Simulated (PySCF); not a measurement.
**Structure from 2D NMR**

Compound of formula C3H5FN2Si. Correlations simulated from computed shifts and the bond graph:

HSQC (one-bond C–H):
```csv
δH,δC
8.69,172.1
5.39,81.4
```

COSY cross peaks (H two or three bonds apart, from the bond graph; peaks can be absent where the dihedral angle is near 90°):
```csv
δH,δH
8.69,5.39
```

HMBC (two and three bonds, from the bond graph):
```csv
δH,δC
8.69,"117.6, 81.4"
5.39,"172.1, 117.6"
5.08,172.1
```

Carbons without hydrogens: δ 117.6.

[PySCF 2.14.0 with density-fitted response routines: PBE0/pcSseg-1 with gauge-including orbitals; GFN2-xTB geometry; equivalent nuclei averaged; no relativistic terms; one computed conformer; gas phase]

Referencing at the same level of theory: TMS for 1H (σref 31.72) and 13C (σref 186.93).

Exchangeable hydrogens are left out of these lists.

**Question.** Assemble the structure.

**Answer.** SMILES N#C[C@@H](F)/C=N\[SiH3].

Atoms are numbered as in `[N:1]#[C:2][C@@H:3]([F:4])/[CH:5]=[N:6]\[SiH3:7]`; H(Xn) means a hydrogen on atom n.

1. δC 172.1 is C5, a C=N carbon (δH 8.69).
2. δC 117.6 is C2, a nitrile carbon.
3. δC 81.4 is C3, an sp3 CH bonded to F, α to a nitrile (δH 5.39).
4. HMBC from δH 8.69 reaches the proton-free carbon C2.
5. HMBC from δH 5.39 reaches the proton-free carbon C2.
6. COSY links 8.69–5.39.

The shifts were computed for this structure.

Shifts are as computed. Against solution values, carbons near 30 ppm lie about +3 ppm off and those near 130 ppm about +5 ppm. Of 1211 compounds with measured shifts, 218 miss one by over three times the rms of a fit or turn the order of signals round; such compounds aren't used in these exercises.
